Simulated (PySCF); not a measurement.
# Partial charges of `Cc1cpccn1`

Species: C₅H₆NP.
Numbering: `[CH3:1][c:2]1[cH:3][p:4][cH:5][cH:6][n:7]1` (hydrogens: H8, H9, H10 on C1; H11 on C3; H12 on C5; H13 on C6)

Structure used (GFN2-xTB), in Å, numbered top down from 1:
```xyz
13
C5H6NP angstrom
C      1.973   -0.566   -0.290
C      0.564   -0.107   -0.055
C      0.341    1.091    0.610
P     -1.222    1.749    0.955
C     -2.192    0.496    0.246
C     -1.660   -0.619   -0.369
N     -0.381   -0.912   -0.517
H      2.518    0.171   -0.878
H      2.492   -0.691    0.659
H      1.962   -1.513   -0.821
H      1.203    1.659    0.940
H     -3.268    0.602    0.293
H     -2.333   -1.360   -0.790
```

Density: PBE0/pcSseg-1 (PySCF); schemes: Mulliken, IAO, Hirshfeld and ESP-fitted. Isolated species at its GFN2-xTB geometry, gas phase.

Question: Tabulate the Mulliken, IAO, Hirshfeld and ESP-fitted charges.

Answer: In e:

```json
{"atom": "C1", "environment": "benzylic-type carbon", "Mulliken": "-0.175", "IAO": "-0.436", "Hirshfeld": "-0.122", "ESP-fitted": "-0.455"}
{"atom": "C2", "environment": "substituted aromatic carbon", "Mulliken": "+0.018", "IAO": "+0.166", "Hirshfeld": "+0.078", "ESP-fitted": "+0.536"}
{"atom": "C3", "environment": "aromatic CH carbon", "Mulliken": "-0.391", "IAO": "-0.421", "Hirshfeld": "-0.118", "ESP-fitted": "-0.206"}
{"atom": "P4", "environment": "phosphorus bonded to 2 C", "Mulliken": "+0.509", "IAO": "+0.426", "Hirshfeld": "+0.124", "ESP-fitted": "-0.070"}
{"atom": "C5", "environment": "aromatic CH carbon", "Mulliken": "-0.455", "IAO": "-0.418", "Hirshfeld": "-0.118", "ESP-fitted": "-0.115"}
{"atom": "C6", "environment": "aromatic CH next to a ring nitrogen", "Mulliken": "+0.153", "IAO": "+0.008", "Hirshfeld": "+0.020", "ESP-fitted": "+0.140"}
{"atom": "N7", "environment": "pyridine-type nitrogen", "Mulliken": "-0.422", "IAO": "-0.290", "Hirshfeld": "-0.154", "ESP-fitted": "-0.533"}
{"atom": "H8", "environment": "methyl hydrogen", "Mulliken": "+0.133", "IAO": "+0.155", "Hirshfeld": "+0.049", "ESP-fitted": "+0.116"}
{"atom": "H9", "environment": "methyl hydrogen", "Mulliken": "+0.134", "IAO": "+0.155", "Hirshfeld": "+0.049", "ESP-fitted": "+0.115"}
{"atom": "H10", "environment": "methyl hydrogen", "Mulliken": "+0.133", "IAO": "+0.166", "Hirshfeld": "+0.046", "ESP-fitted": "+0.134"}
{"atom": "H11", "environment": "aromatic hydrogen", "Mulliken": "+0.122", "IAO": "+0.163", "Hirshfeld": "+0.046", "ESP-fitted": "+0.132"}
{"atom": "H12", "environment": "aromatic hydrogen", "Mulliken": "+0.139", "IAO": "+0.169", "Hirshfeld": "+0.048", "ESP-fitted": "+0.117"}
{"atom": "H13", "environment": "aromatic hydrogen", "Mulliken": "+0.104", "IAO": "+0.157", "Hirshfeld": "+0.051", "ESP-fitted": "+0.088"}
```

Mean size of the charges over all atoms: IAO 0.241 e, Mulliken 0.222 e, ESP-fitted 0.212 e, Hirshfeld 0.079 e. Each set sums to the total charge, 0, to within 0.001 e. The ESP scheme is a least-squares fit of atom-centred charges to the potential on four shells outside the van der Waals surface, with the total charge fixed.

Lowest charge. The schemes don't all agree: Mulliken C5 (-0.455); IAO C1 (-0.436); Hirshfeld N7 (-0.154); ESP-fitted N7 (-0.533).

Highest charge. The schemes don't all agree: Mulliken P4 (+0.509); IAO P4 (+0.426); Hirshfeld P4 (+0.124); ESP-fitted C2 (+0.536).

Question: How many electrons does the ESP-fitted scheme count on N7?

Answer: Z − q = 7 − (-0.533) = 7.533.

Question: Sum the charges by element, for elements with more than one atom.

Answer: 
| element | atoms | Mulliken | IAO | Hirshfeld | ESP-fitted |
| --- | --- | --- | --- | --- | --- |
| C | 5 | -0.851 | -1.102 | -0.259 | -0.099 |
| H | 6 | +0.765 | +0.966 | +0.289 | +0.701 |

These values come from a run that also computed NMR shieldings. The run took about 60 s of CPU time (with the writing of density and orbital grids) (one thread, shared machine).
